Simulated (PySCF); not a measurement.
Constitutional and geometric isomers with formula CH2B2O. Isolated molecules, 0 K electronic values unless said otherwise. One relaxed conformer stands for each flexible species; it need not be the lowest. Strings in code marks are SMILES.

Method: PBE-D3(BJ)/def2-TZVP // r2SCAN-D4/def2-TZVP run with PySCF. Excitations are Tamm–Dancoff values on a coarser integration grid. The basis has no diffuse functions, so Rydberg states are missing or too high.

```json
[
 {"species": "`[H]/B=C1\\BO1`", "HOMO (eV)": "-5.35", "S1–T1 gap (TDA) (eV)": "0.56", "HOMO–LUMO gap (eV)": "2.10", "S1 excitation (TDA) (eV)": "2.21", "S1 oscillator strength": "0.000"},
 {"species": "`B(/C=B\\[H])=O`", "HOMO (eV)": "-6.72", "S1–T1 gap (TDA) (eV)": "0.38", "HOMO–LUMO gap (eV)": "3.33", "S1 excitation (TDA) (eV)": "3.35", "S1 oscillator strength": "0.000"},
 {"species": "`OC1B=B1` (H–O–C–B torsion 133°)", "HOMO (eV)": "(withheld)", "S1–T1 gap (TDA) (eV)": "(withheld)", "HOMO–LUMO gap (eV)": "(withheld)", "S1 excitation (TDA) (eV)": "2.15", "S1 oscillator strength": "(withheld)"},
 {"species": "`OB1B=C1`", "HOMO (eV)": "-6.55", "S1–T1 gap (TDA) (eV)": "(withheld)", "HOMO–LUMO gap (eV)": "(withheld)", "S1 excitation (TDA) (eV)": "(withheld)", "S1 oscillator strength": "0.005"},
 {"species": "`B(O)=C=B`", "HOMO (eV)": "-5.86", "S1–T1 gap (TDA) (eV)": "0.63", "HOMO–LUMO gap (eV)": "3.90", "S1 excitation (TDA) (eV)": "3.93", "S1 oscillator strength": "0.000"},
 {"species": "`C=BB=O`", "HOMO (eV)": "-6.49", "S1–T1 gap (TDA) (eV)": "0.39", "HOMO–LUMO gap (eV)": "2.44", "S1 excitation (TDA) (eV)": "2.49", "S1 oscillator strength": "(withheld)"},
 {"species": "`B1B=C1O`", "HOMO (eV)": "-6.32", "S1–T1 gap (TDA) (eV)": "0.46", "HOMO–LUMO gap (eV)": "(withheld)", "S1 excitation (TDA) (eV)": "3.16", "S1 oscillator strength": "0.005"},
 {"species": "`C1B2B1O2`", "HOMO (eV)": "-5.27", "S1–T1 gap (TDA) (eV)": "1.92", "HOMO–LUMO gap (eV)": "(withheld)", "S1 excitation (TDA) (eV)": "(withheld)", "S1 oscillator strength": "0.042"},
 {"species": "`B(=C=O)B`", "HOMO (eV)": "-5.64", "S1–T1 gap (TDA) (eV)": "0.55", "HOMO–LUMO gap (eV)": "0.47", "S1 excitation (TDA) (eV)": "0.62", "S1 oscillator strength": "0.000"}
]
```

Problem. Fill in the missing entries.

Solution. 
- `OC1B=B1` (H–O–C–B torsion 133°), HOMO (eV): -5.72
- `OC1B=B1` (H–O–C–B torsion 133°), S1–T1 gap (TDA) (eV): 1.59
- `OC1B=B1` (H–O–C–B torsion 133°), HOMO–LUMO gap (eV): 1.42
- `OC1B=B1` (H–O–C–B torsion 133°), S1 oscillator strength: 0.016
- `OB1B=C1`, S1–T1 gap (TDA) (eV): 1.21
- `OB1B=C1`, HOMO–LUMO gap (eV): 3.55
- `OB1B=C1`, S1 excitation (TDA) (eV): 3.78
- `C=BB=O`, S1 oscillator strength: 0.000
- `B1B=C1O`, HOMO–LUMO gap (eV): 3.05
- `C1B2B1O2`, HOMO–LUMO gap (eV): 2.62
- `C1B2B1O2`, S1 excitation (TDA) (eV): 3.53
